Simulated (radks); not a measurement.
Results of a calculation; reference values are marked as such.
Question: The mean radii <r> (bohr) of the occupied orbitals of an atom or ion are listed with their occupations. Level of theory: Dirac Kohn-Sham, BLYP, spin-unpolarised, spherical densities, finite nucleus; Fermi nuclear charge, rms radius of each element as measured or else 0.836 A^(1/3) + 0.57 fm (a radial shooting solver on a logarithmic mesh with Libxc functionals).

orbital  occ.      <r>
1s1/2       2  0.01804
2s1/2       2  0.07559
2p1/2       2  0.06246
2p3/2       4  0.07053
3s1/2       2   0.1969
3p1/2       2   0.1870
3p3/2       4   0.2019
3d3/2       4   0.1765
3d5/2       6   0.1811
4s1/2       2   0.4405
4p1/2       2   0.4450
4p3/2       4   0.4785
4d3/2       4   0.4934
4d5/2       6   0.5048
5s1/2       2    1.030
5p1/2       2    1.121
4f5/2       6   0.5743
5p3/2       4    1.214
4f7/2       8   0.5829
5d3/2       3    1.587

Name the element and its charge. Open shells, if any, fill j = l - 1/2 first.

Answer: Z = 75, rhenium, charge +4: Re4+ in [Xe] 4f14 5d3. The 1s radius gives Z: for a bare nucleus <r> = (2 gamma + 1)/(2Z) with gamma = sqrt(1 - (Z/c)^2), 0.01783 bohr for Z = 75, and screening makes it slightly larger (0.01804 here). The occupations add up to 71, and the charge is Z minus that.
